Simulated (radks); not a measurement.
All-electron atom: Zn+ in [Ar] 3d10 4s1.

Method: scalar-relativistic Kohn-Sham, MS2 meta-GGA, spin-unpolarised, spherical densities, finite nucleus; meta-GGA in the generalised Kohn-Sham scheme; Fermi nuclear charge, rms radius 3.9283 fm; computed with a radial shooting solver on a logarithmic mesh with Libxc functionals.

Energy parts (hartree):
part                       energy
total                 -1795.69945
kinetic                1824.32576
electron-nucleus      -4316.88671
Hartree                 768.20145
exchange-correlation    -71.33995

Orbitals (lengths in bohr, moments of r in powers of bohr; r(max) is where P^2 peaks):
orbital  occ.  eigenvalue (hartree)     <r^2>   r(max)
1s          2             -351.0817  0.003400  0.03290
2s          2             -43.21826   0.06002   0.1888
2p          6             -37.37476   0.04817   0.1524
3s          2              -5.23504    0.5324   0.5883
3p          6              -3.48432    0.5994   0.5938
3d         10              -0.72556     1.077   0.5695
4s          1              -0.51065     6.627    1.986

The highest occupied level is 4s at -13.896 eV. Summed over all electrons, <r^2> = 22.47 bohr^2, which gives a Langevin (diamagnetic) susceptibility term of -17.8 x 10^-6 cm^3/mol. The density falls to 0.001 e/bohr^3 at r = 3.63 bohr.
